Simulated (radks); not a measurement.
The numbers below are computed, except where a source is named.
All-electron atom: the iridium ion Ir3+ in [Xe] 4f14 5d5.5 6p0.5 (fractional occupations, a model configuration). Code: a radial shooting solver on a logarithmic mesh with Libxc functionals. Model: non-relativistic Kohn-Sham, PBE, spin-unpolarised, spherical densities, point nucleus; relativity is left out, which matters for an element this heavy.

Local quantities along the radius. ELF = 1/(1 + alpha^2) is the electron localisation function; alpha = (tau - tau_W)/tau_unif compares the Pauli kinetic energy density with that of the uniform gas.

| r (bohr) | ELF | alpha |
|---|---|---|
| 0.001198 | 0.999 | 0.02464 |
| 0.001623 | 0.999 | 0.02691 |
| 0.0022 | 0.999 | 0.03034 |
| 0.002981 | 0.999 | 0.03569 |
| 0.00404 | 0.998 | 0.04452 |
| 0.005475 | 0.996 | 0.06009 |
| 0.007421 | 0.992 | 0.09010 |
| 0.01006 | 0.977 | 0.1546 |
| 0.01363 | 0.913 | 0.3093 |
| 0.01847 | 0.679 | 0.6875 |
| 0.02503 | 0.372 | 1.298 |
| 0.03393 | 0.375 | 1.290 |
| 0.04598 | 0.627 | 0.7705 |
| 0.06232 | 0.710 | 0.6396 |
| 0.08446 | 0.483 | 1.034 |
| 0.1145 | 0.399 | 1.226 |
| 0.1551 | 0.667 | 0.7073 |
| 0.2102 | 0.579 | 0.8525 |
| 0.2849 | 0.290 | 1.565 |
| 0.3862 | 0.654 | 0.7277 |
| 0.5233 | 0.674 | 0.6953 |
| 0.7093 | 0.321 | 1.455 |
| 0.9613 | 0.468 | 1.067 |
| 1.303 | 0.675 | 0.6947 |
| 1.766 | 0.395 | 1.237 |
| 2.393 | 0.095 | 3.092 |
| 3.243 | 0.034 | 5.336 |
| 4.395 | 0.020 | 7.053 |
| 5.957 | 0.002 | 20.70 |
| 8.073 | 0.000 | 216.1 |

On this mesh the ELF has minima near r = 0.029, 0.098, 0.28, 0.83 bohr, which separate the shells, and maxima near 0.062 (0.71), 0.18 (0.70), 0.45 (0.73), 1.3 (0.67).

Self-consistent cycle (total energy in hartree, residual of the potential): 1: -16786.92721, 1e+01; 2: -16803.12954, 6e+00; 3: -16807.36968, 1e+00; 4: -16807.36711, 8e-01; 5: -16807.44064, 3e-01; 6: -16807.45062, 9e-03; 7: -16807.45064, 2e-03; 8: -16807.45064, 2e-03; 9: -16807.45064, 5e-05; 10: -16807.45064, 7e-06; 11: -16807.45064, 2e-05; 12: -16807.45064, 2e-07; 13: -16807.45064, 7e-09.
